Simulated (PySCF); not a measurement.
# `CC#C[Si@H](N)OC[SiH3]`, C₄H₁₁NOSi₂

Molfile (atoms numbered from 1):
```
C4H11NOSi2
     RDKit          3D

 19 18  0  0  0  0  0  0  0  0999 V2000
   -3.8206   -0.8530    0.1769 C   0  0  0  0  0  0  0  0  0  0  0  0
   -2.5246   -0.2108    0.2271 C   0  0  0  0  0  0  0  0  0  0  0  0
   -1.4456    0.3238    0.2754 C   0  0  0  0  0  0  0  0  0  0  0  0
    0.2092    1.1700    0.3360 Si  0  0  2  0  0  4  0  0  0  0  0  0
    0.2337    2.8219   -0.1413 N   0  0  0  0  0  0  0  0  0  0  0  0
    1.2187    0.5297   -0.7596 O   0  0  0  0  0  0  0  0  0  0  0  0
    1.6435   -0.8035   -0.8609 C   0  0  0  0  0  0  0  0  0  0  0  0
    3.1301   -1.1756    0.2781 Si  0  0  0  0  0  4  0  0  0  0  0  0
   -3.8944   -1.6043    0.9633 H   0  0  0  0  0  0  0  0  0  0  0  0
   -4.6088   -0.1137    0.3204 H   0  0  0  0  0  0  0  0  0  0  0  0
   -3.9618   -1.3372   -0.7895 H   0  0  0  0  0  0  0  0  0  0  0  0
    0.7054    1.0867    1.7130 H   0  0  0  0  0  0  0  0  0  0  0  0
    0.3478    3.0307   -1.1194 H   0  0  0  0  0  0  0  0  0  0  0  0
   -0.4425    3.4386    0.2727 H   0  0  0  0  0  0  0  0  0  0  0  0
    0.8077   -1.4794   -0.6445 H   0  0  0  0  0  0  0  0  0  0  0  0
    1.9183   -0.9645   -1.9093 H   0  0  0  0  0  0  0  0  0  0  0  0
    4.1808   -0.1884    0.0401 H   0  0  0  0  0  0  0  0  0  0  0  0
    2.7006   -1.1380    1.6763 H   0  0  0  0  0  0  0  0  0  0  0  0
    3.5926   -2.5238   -0.0623 H   0  0  0  0  0  0  0  0  0  0  0  0
  1  2  1  0
  2  3  3  0
  3  4  1  0
  4  5  1  0
  4  6  1  0
  6  7  1  0
  7  8  1  0
  1  9  1  0
  1 10  1  0
  1 11  1  0
  4 12  1  1
  5 13  1  0
  5 14  1  0
  7 15  1  0
  7 16  1  0
  8 17  1  0
  8 18  1  0
  8 19  1  0
M  END
```

Method used: GIAO PBE/pcSseg-0 magnetisability, non-relativistic, IEF-PCM chloroform in PySCF 2.14.0. Geometry: GFN2-xTB.

What are the magnetisability and the molar susceptibility?

Isotropic -1634 × 10⁻³⁰ J/T², or -98.4 × 10⁻⁶ cm³/mol; principal values -1702, -1669, -1530 × 10⁻³⁰ J/T², anisotropy 158 × 10⁻³⁰ J/T² (root of half the summed squared differences of the principal values). The susceptibility is in cgs units.

Split it along the inertial axes a, b, c into diamagnetic and paramagnetic parts about the centre of mass, with the quadrupole moment.


```
axis  χ (10⁻⁶ cm³/mol)  diamagnetic (10⁻⁶ cm³/mol)  paramagnetic (10⁻⁶ cm³/mol)  summed x² of all electrons (Å²)  quadrupole Θ (D Å)
   a            -100.7                      -798.8                        698.1                            409.3               +8.99
   b            -100.8                     -1901.2                       1800.3                            149.5               -0.88
   c             -93.7                     -2370.9                       2277.2                             38.8               -8.11
```
Anisotropies 2χaa − χbb − χcc = -6.9 and 2χbb − χaa − χcc = -7.3 × 10⁻⁶ cm³/mol. Θ is traceless in Buckingham's convention.
